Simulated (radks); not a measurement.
Removal energies from the thallium ion Tl2+, [Xe] 4f14 5d10 6s1, by Delta-SCF beside the eigenvalue of the level emptied. Method: scalar-relativistic Kohn-Sham, r2SCAN, spin-polarised, spherical densities, finite nucleus; meta-GGA in the generalised Kohn-Sham scheme; Fermi nuclear charge, rms radius of each element as measured or else 0.836 A^(1/3) + 0.57 fm; computed with a radial shooting solver on a logarithmic mesh with Libxc functionals. Open shells are filled with parallel spins first.

\begin{tabular}{lrrr}
removed from & final configuration & Delta-SCF (eV) & -eigenvalue (eV) \\ \hline
6s & [Xe] 4f14 5d10 & 30.202 & 26.092 \\
5d & [Xe] 4f14 5d9 6s1 & 40.209 & 33.388 \\
5p & [Kr] 4d10 4f14 5s2 5p5 5d10 6s1 & 103.94 & 95.958 \\
4f & [Xe] 4f13 5d10 6s1 & 147.13 & 133.13 \\
\end{tabular}
